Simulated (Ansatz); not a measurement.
Isolated molecules relaxed with PBE0-D4/def2-TZVP in Ansatz; ΔE leaves out vibrations. CBS: MP2 limit from def2 TZ/QZ plus the TZ coupled-cluster correction, frozen cores. This one scheme is used for every species. Functionals use def2-TZVPP. Each species was taken in one conformer, which may not be the lowest.

Reaction (formal exchange of groups at a B–O bond): `CNB(O)F` + `[SiH3]Cl` → `CNB(F)[SiH2]Cl` + H₂O

Problem. Is it downhill or uphill in electronic energy at CCSD(T)/CBS, and by how much? (Best estimate.)

Solution. Ansatz gave: Uphill: ΔE = +114.2 kJ/mol.

Problem. What do these levels give: ωB97X-V, ωB97M-V, SCS-MP2/def2-TZVPP, CCSD(T)/def2-TZVPP, MP2/CBS(def2), CCSD/CBS(def2)? (An estimate is asked.)

Solution. The calculation gave: ωB97X-V 118.3, ωB97M-V 121.8, SCS-MP2/def2-TZVPP 125.0, CCSD(T)/def2-TZVPP 119.1, MP2/CBS(def2) 116.4, CCSD/CBS(def2) 119.1 kJ/mol.

Largest T1 diagnostic among the species: 0.012.

From PBE to PBE0 (25 % exact exchange), in def2-TZVPP and without D4, ΔE moves by +8.5 kJ/mol. In def2-TZVPP, CCSD(T) changes the Hartree–Fock value by −32.0 kJ/mol (the triples alone add −4.8 kJ/mol) and MP2 by −29.9 kJ/mol. The D4 term adds −8.0 kJ/mol with B3LYP and −4.7 kJ/mol with PBE0; it sums over pairs of atoms, weighted by their polarisabilities, and B3LYP, whose exchange is more repulsive, gets the larger term.

B3LYP here is the variant with VWN-RPA as its local correlation; programs differ in this.
